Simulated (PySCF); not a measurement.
Bond curve of TeH

Set-up: PySCF, scalar-relativistic core potentials, basis sets Te cc-pVTZ-PP with ECP28, H cc-pVTZ. Energies in eV from Te + H in their ground configurations at the same level. All curves are PBE0. state 1: ²Π (doublet), unpaired electrons π ↑; state 2: quartet, unpaired electrons σ ↑, π ↑↑, a second solution, started from another occupation.

```json
{"R (Å)": "1.431", "state 1": "-2.261", "state 2": "2.8604"}
{"R (Å)": "1.498", "state 1": "-2.613", "state 2": "2.1905"}
{"R (Å)": "1.564", "state 1": "-2.814", "state 2": "1.6671"}
{"R (Å)": "1.614", "state 1": "-2.888", "state 2": "1.3509"}
{"R (Å)": "1.664", "state 1": "-2.909", "state 2": "1.0876"}
{"R (Å)": "1.714", "state 1": "-2.888", "state 2": "0.8683"}
{"R (Å)": "1.780", "state 1": "-2.808", "state 2": "0.6321"}
{"R (Å)": "1.864", "state 1": "-2.648", "state 2": "0.4090"}
{"R (Å)": "1.964", "state 1": "-2.396", "state 2": "0.2210"}
{"R (Å)": "2.097", "state 1": "-2.005", "state 2": "0.0658"}
```

Question: Put a parabola through the three lowest points of the state 1 curve and estimate Re, k and ωe (reduced mass 1.0 u; 1 eV/Å² = 0.16022 mdyn/Å; ωe = 1302.8·√(k/μ) cm⁻¹).

Answer: Through R = 1.614, 1.664, 1.714 Å the second-order coefficient is 8.40 eV/Å², so Re ≈ 1.664 Å, k ≈ 2.69 mdyn/Å and ωe ≈ 2137 cm⁻¹. A polynomial fit of higher order to the unrounded PBE0 energies gives Re = 1.662 Å, k = 2.72 mdyn/Å, ωe = 2150 cm⁻¹; anharmonicity and rounding make the difference.

The higher-order fit for each curve: state 1: Re = 1.662 Å, ωe = 2150 cm⁻¹, De = 2.91 eV. State 2 gave no clean fit.

Spin–orbit coupling is left out, which matters for elements this heavy, above all for dissociation energies. The state is the lowest determinant that a PBE0 search found; another state may lie lower at other levels.
